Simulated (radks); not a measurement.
The numbers below are computed, except where a source is named.
Question: The iridium ion Ir11+ is in [Kr] 4d10 4f14 5s2 5p4. Code: a radial shooting solver on a logarithmic mesh with Libxc functionals. Model: non-relativistic Kohn-Sham, PBE, spin-polarised, spherical densities, point nucleus. Open shells are filled with parallel spins first. One electron is removed from 5p, 5s, 4d, 4f in turn, with full relaxation. Which removal costs least, and what does each cost?

Answer: 5p 231.69 eV; 5s 263.44 eV; 4f 280.32 eV; 4d 503.28 eV. The 5p electron leaves first.
